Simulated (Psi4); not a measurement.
rhenium atom (Re), sextet (core potentials on Re); PBE0/def2-TZVP run with Psi4.

Input for Psi4:
```
memory 2 GB

molecule {
0 6
Re    0.00000000    0.00000000    0.00000000
}

set {
  basis def2-tzvp
  reference uks
}

energy('pbe0')
print_variables()
```

### Question
What does Psi4 print? Leave out banner, timings and long lists.

### Answer

```
   => Loading Basis Set <=

    Name: DEF2-TZVP
    Role: ORBITAL
    Keyword: BASIS

    !!!  WARNING: ECP capability is in beta. Please check occupations closely.  !!!

         ---------------------------------------------------------
                                   SCF
               by Justin Turney, Rob Parrish, Andy Simmonett
                          and Daniel G. A. Smith
                              UKS Reference
         ---------------------------------------------------------

  ==> Geometry <==

    Molecular point group: d2h
    Geometry (in Angstrom), charge = 0, multiplicity = 6:

       Center              X                  Y                   Z               Mass
    ------------   -----------------  -----------------  -----------------  -----------------
         RE           0.000000000000     0.000000000000     0.000000000000   186.955750100000

  Running in d2h symmetry.

  Rotational constants: A = ************  B = ************  C = ************ [cm^-1]
  Rotational constants: A = ************  B = ************  C = ************ [MHz]
  Nuclear repulsion =    0.000000000000000

  Charge       = 0
  Multiplicity = 6
  Electrons    = 15
  Nalpha       = 10
  Nbeta        = 5

  ==> Algorithm <==

  SCF Algorithm Type is DF.
  DIIS enabled.
  MOM disabled.
  Fractional occupation disabled.
  Guess Type is CORE.
  Energy threshold   = 1.00e-06
  Density threshold  = 1.00e-06
  Integral threshold = 1.00e-12

  ==> Primary Basis <==

  Basis Set: DEF2-TZVP
    Blend: DEF2-TZVP
    Number of shells: 14
    Number of basis functions: 40
    Number of Cartesian functions: 46
    Spherical Harmonics?: true
    Max angular momentum: 3

  Core potential: DEF2-TZVP
    Number of shells: 4
    Number of ECP primitives: 10
    Number of ECP core electrons: 60
    Max angular momentum: 3

  ==> DFT Potential <==

   => LibXC <=

    Version 7.1.2
    S. Lehtola, C. Steigemann, M. J. T. Oliveira, and M. A. L. Marques,  SoftwareX 7, 1–5 (2018) (10.1016/j.softx.2017.11.002)

   => Composite Functional: PBE0 <=

    PBE0 Hyb-GGA Exchange-Correlation Functional

    C. Adamo and V. Barone,  J. Chem. Phys. 110, 6158 (1999) (10.1063/1.478522)
    M. Ernzerhof and G. E. Scuseria,  J. Chem. Phys. 110, 5029 (1999) (10.1063/1.478401)

    Deriv               =              1
    GGA                 =           TRUE
    Meta                =          FALSE

    Exchange Hybrid     =           TRUE
    MP2 Hybrid          =          FALSE

   => Exchange Functionals <=

    0.7500   Perdew, Burke & Ernzerhof

   => Exact (HF) Exchange <=

    0.2500               HF

   => Correlation Functionals <=

    1.0000   Perdew, Burke & Ernzerhof

   => LibXC Density Thresholds  <==

    XC_HYB_GGA_XC_PBEH:  1.00E-15

   => Molecular Quadrature <=

    Radial Scheme          =       TREUTLER
    Pruning Scheme         =           NONE
    Nuclear Scheme         =       TREUTLER

    Blocking Scheme        =         OCTREE
    BS radius alpha        =              1
    Pruning alpha          =              1
    Radial Points          =             75
    Spherical Points       =            302
    Total Points           =          21134
    Total Blocks           =            235
    Max Points             =            256
    Max Functions          =             40
    Weights Tolerance      =       1.00E-15

   => Loading Basis Set <=

    Name: (DEF2-TZVP AUX)
    Role: JKFIT
    Keyword: DF_BASIS_SCF

  ==> Integral Setup <==

  SCF_SUBTYPE=INCORE selected. In-core MEM_DF algorithm will be used.
  Using in-core AOs.

  ==> MemDFJK: Density-Fitted J/K Matrices <==

    J tasked:                   Yes
    K tasked:                   Yes
    wK tasked:                   No
    Algorithm:                 Core
    Schwarz Cutoff:           1E-12
    Mask sparsity (%):       0.0000
    Fitting Condition:        1E-10

   => Auxiliary Basis Set <=

  Basis Set: (DEF2-TZVP AUX)
    Blend: DEF2-UNIVERSAL-JKFIT
    Number of shells: 45
[...]
    SOCC [     2,    1,    1,    1,    0,    0,    0,    0 ]
    NA   [     4,    1,    1,    1,    0,    1,    1,    1 ]
    NB   [     2,    0,    0,    0,    0,    1,    1,    1 ]

   @DF-UKS iter   2:   -72.65184215422812    2.35500e-01   1.67862e-01 ADIIS
   @DF-UKS iter   3:   -77.98071364324484   -5.32887e+00   2.66909e-02 ADIIS/DIIS
   @DF-UKS iter   4:   -78.07288055018026   -9.21669e-02   2.44688e-02 ADIIS/DIIS
   @DF-UKS iter   5:   -78.15875749838918   -8.58769e-02   5.28510e-03 ADIIS/DIIS
   @DF-UKS iter   6:   -78.16506068045176   -6.30318e-03   6.05725e-04 ADIIS/DIIS
   @DF-UKS iter   7:   -78.16600788661223   -9.47206e-04   4.64792e-04 ADIIS/DIIS
   @DF-UKS iter   8:   -78.16656654848222   -5.58662e-04   1.06736e-04 ADIIS/DIIS
   @DF-UKS iter   9:   -78.16660256138918   -3.60129e-05   3.14614e-05 DIIS
   @DF-UKS iter  10:   -78.16660387118971   -1.30980e-06   4.77812e-06 DIIS
   @DF-UKS iter  11:   -78.16660387472599   -3.53629e-09   1.45855e-06 DIIS
   @DF-UKS iter  12:   -78.16660387535887   -6.32880e-10   1.61681e-07 DIIS
  Energy and wave function converged.

  ==> Post-Iterations <==

   Electrons on quadrature grid:
      Nalpha   =   10.0000000000 ; deviation = -1.243e-14
      Nbeta    =    5.0000000000 ; deviation = 1.776e-15
      Ntotal   =   15.0000000000 ; deviation = -1.066e-14

   @Spin Contamination Metric:   1.663790248E-02
   @S^2 Expected:                8.750000000E+00
   @S^2 Observed:                8.766637902E+00
   @S   Expected:                2.500000000E+00
   @S   Observed:                2.500000000E+00

    Orbital Energies [Eh]
    ---------------------

    Alpha Occupied:

[...]
       4Ag    -0.264229

    Alpha Virtual:

[...]
    Beta Occupied:

[...]
    Beta Virtual:

[...]
    Final Occupation by Irrep:
             Ag   B1g   B2g   B3g    Au   B1u   B2u   B3u
    DOCC [     2,    0,    0,    0,    0,    1,    1,    1 ]
    SOCC [     2,    1,    1,    1,    0,    0,    0,    0 ]
    NA   [     4,    1,    1,    1,    0,    1,    1,    1 ]
    NB   [     2,    0,    0,    0,    0,    1,    1,    1 ]

  @DF-UKS Final Energy:   -78.16660387535887

   => Energetics <=

    Nuclear Repulsion Energy =              0.0000000000000000
    One-Electron Energy =                -132.6437175101875425
    Two-Electron Energy =                  60.9696902908094955
    DFT Exchange-Correlation Energy =      -6.4925766559808267
    Empirical Dispersion Energy =           0.0000000000000000
    VV10 Nonlocal Energy =                  0.0000000000000000
    Total Energy =                        -78.1666038753588737

  UHF NO Occupations:
  HONO-2 :    1B3g 1.0000000
  HONO-1 :    4 Ag 1.0000000
  HONO-0 :    1B2g 1.0000000
  LUNO+0 :    5 Ag 0.0080469
  LUNO+1 :    2B3u 0.0000880
  LUNO+2 :    2B1u 0.0000880
  LUNO+3 :    2B2u 0.0000880

Computation Completed

Properties will be evaluated at   0.000000,   0.000000,   0.000000 [a0]

Properties computed using the SCF density matrix

 Multipole Moments:

 ------------------------------------------------------------------------------------
     Multipole            Electronic (a.u.)      Nuclear  (a.u.)        Total (a.u.)
 ------------------------------------------------------------------------------------

 L = 1.  Multiply by 2.5417464519 to convert [e a0] to [Debye]
 Dipole X            :          0.0000000            0.0000000            0.0000000
 Dipole Y            :          0.0000000            0.0000000            0.0000000
 Dipole Z            :          0.0000000            0.0000000            0.0000000
 Magnitude           :                                                    0.0000000

 ------------------------------------------------------------------------------------

  Variable Map:
  ----------------------------------------------------------------------------
[...]
  Array Variable Map:
  ----------------------------------------------------------------------------
[...]
[...]
```
